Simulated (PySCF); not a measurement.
C3H11NSi2, SMILES C=C([SiH3])N(C)[SiH3].

The structure is a stationary point at B3LYP-D3(BJ)/def2-SVP. This is a generated structure with no PubChem entry under its InChIKey; it may be hypothetical. The values are those of a single conformer.

Computed with PBE/def2-TZVP run with PySCF.

```json
{
  "total_energy": "-754.18894 hartree",
  "highest_occupied_level": "-5.13 eV",
  "lowest_empty_level": "-0.82 eV",
  "orbital_gap": "4.30 eV",
  "dipole_moment": "1.41 D",
  "quadrupole, principal values (traceless, Buckingham form, about the centre of nuclear charge)": "-3.82, -0.07, 3.89 D·Å"
}
```
